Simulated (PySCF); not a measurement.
**Group charges in `N#C/C=C/CCCF`**

C6H8FN.
Numbering: `[N:1]#[C:2]/[CH:3]=[CH:4]/[CH2:5][CH2:6][CH2:7][F:8]` (hydrogens: H9 on C3; H10 on C4; H11, H12 on C5; H13, H14 on C6; H15, H16 on C7)

Structure used (GFN2-xTB), in Å, numbered top down from 1:
```
atom  x, y, z in Å
N1     4.661   -0.188   -0.206
C2     3.582    0.173   -0.066
C3     2.260    0.620    0.119
C4     1.215    0.026   -0.457
C5    -0.196    0.465   -0.286
C6    -1.079   -0.679    0.226
C7    -2.536   -0.254    0.330
F8    -3.039    0.031   -0.916
H9     2.146    1.486    0.759
H10    1.374   -0.838   -1.090
H11   -0.586    0.787   -1.257
H12   -0.250    1.311    0.402
H13   -1.008   -1.530   -0.455
H14   -0.742   -0.999    1.214
H15   -2.652    0.655    0.929
H16   -3.157   -1.056    0.742
```

Atomic charges (e) from the PBE0/pcSseg-1 density (PySCF):

```tsv
atom	Mulliken	IAO	Hirshfeld	ESP-fitted
N1	-0.2485	-0.2458	-0.2257	-0.4908
C2	+0.1019	+0.1401	+0.0724	+0.4934
C3	-0.1337	-0.2132	-0.0397	-0.4296
C4	-0.1089	-0.0742	+0.0051	-0.1181
C5	-0.1901	-0.2634	-0.0633	+0.0855
C6	-0.3048	-0.2696	-0.0698	-0.0795
C7	+0.1814	+0.0475	+0.0304	+0.0742
F8	-0.3433	-0.3308	-0.1193	-0.2431
H9	+0.1436	+0.1752	+0.0657	+0.2257
H10	+0.1310	+0.1609	+0.0608	+0.1597
H11	+0.1618	+0.1647	+0.0501	+0.0470
H12	+0.1234	+0.1378	+0.0466	+0.0401
H13	+0.1368	+0.1453	+0.0455	+0.0596
H14	+0.1326	+0.1468	+0.0473	+0.0443
H15	+0.1019	+0.1354	+0.0452	+0.0580
H16	+0.1149	+0.1433	+0.0487	+0.0736
```

Q: Cut each of the bonds C2–C3, C3–C4, C4–C5, C6–C5 and C7–C6 in turn and sum the charges on the side of the atom named first.

A: In e; the other side holds the opposite charge:

```csv
bond cut,piece,atoms,Mulliken,IAO,Hirshfeld,ESP-fitted
C2–C3,CN,2,-0.147,-0.106,-0.153,+0.003
C3–C4,C2HN,4,-0.137,-0.144,-0.127,-0.201
C4–C5,C3H2N,6,-0.115,-0.057,-0.061,-0.160
C6–C5,C2H4F,7,+0.020,+0.018,+0.028,-0.013
C7–C6,CH2F,4,+0.055,-0.005,+0.005,-0.037
```

Extremes among these pieces. Mulliken: lowest CN at C2, highest CH2F at C7; IAO: lowest C2HN at C3, highest C2H4F at C6; Hirshfeld: lowest CN at C2, highest C2H4F at C6; ESP-fitted: lowest C2HN at C3, highest CN at C2.

Q: Do the schemes agree better on the pieces than on the single atoms at the cuts?

A: The spread between schemes averages 0.093 e for the pieces and 0.264 e for the atoms named first; it is smaller for the piece at 5 of the 5 cuts. On average they agree better on the pieces. The sign differs between schemes (beyond ±0.03 e) for CH2F at C7.

The structure is a single GFN2-xTB conformer in the gas phase; no vibrational or solvent corrections.
